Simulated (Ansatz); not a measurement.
System: sum formula SnO$_{2}$H (charge +1, singlet). It need not be the lowest isomer of its formula. 
Structure (B3LYP-D3(BJ)/def2-TZVP (Ansatz, a first-principles code) minimum search):
```xyz
4

Sn    -0.0280    -0.0258     0.0365
O      1.3917     0.3342    -1.1541
O     -1.4828    -0.1350     1.0745
H      2.1274    -0.3057    -1.1914
```
Charge +1, spin multiplicity 1.

Parts of the frozen-core correlation energy in def2-SVP (Ansatz, hartree). Frozen orbitals: 11; correlated occupied orbitals by spin: 8 and 8; virtual: 40 and 40. Spin-orbit coupling is left out. Past Kr the def2 sets carry scalar-relativistic core potentials. The restricted reference is unstable.

| term | value |
|---|---|
| reference (HF) | -363.13062 |
| MP2 opposite-spin | -0.34188 |
| MP2 same-spin | -0.12756 |
| CCSD correlation | -0.46810 |
| (T) | -0.02048 |
| T1 diagnostic | 0.042 |
| largest doubles amplitude | 0.069 |
